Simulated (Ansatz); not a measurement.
Reaction (substitution at a C–C bond): `C#CCO` + `O[SiH2]F` → `OCO[SiH2]F` + `C#C`

Computed with Ansatz on PBE0-D4/def2-TZVP structures; ΔE is electronic, products minus reactants. CBS: MP2 limit from def2 TZ/QZ plus the TZ coupled-cluster correction, frozen cores. This one scheme is used for every species. Functionals use def2-TZVPP. B3LYP here is the variant with VWN-RPA as its local correlation; programs differ in this. Each species was taken in one conformer, which may not be the lowest.

Is it downhill or uphill in electronic energy at CCSD(T)/CBS, and by how much? (An estimate is asked.)

Ansatz gave: Uphill: ΔE = +29.4 kJ/mol.

What do these levels give: B3LYP-D4, ωB97M-V, PBE0, HF/def2-TZVPP, MP2/def2-QZVPP, MP2/CBS(def2)? (Best estimate.)

Computed: B3LYP-D4 28.0, ωB97M-V 27.5, PBE0 36.3, HF/def2-TZVPP 23.3, MP2/def2-QZVPP 34.7, MP2/CBS(def2) 35.6 kJ/mol.

Largest T1 diagnostic among the species: 0.013.

The D4 term adds −3.7 kJ/mol with B3LYP and −2.1 kJ/mol with PBE0; it sums over pairs of atoms, weighted by their polarisabilities, and B3LYP, whose exchange is more repulsive, gets the larger term. In def2-TZVPP, CCSD(T) changes the Hartree–Fock value by +3.9 kJ/mol (the triples alone add −0.0 kJ/mol) and MP2 by +10.1 kJ/mol.
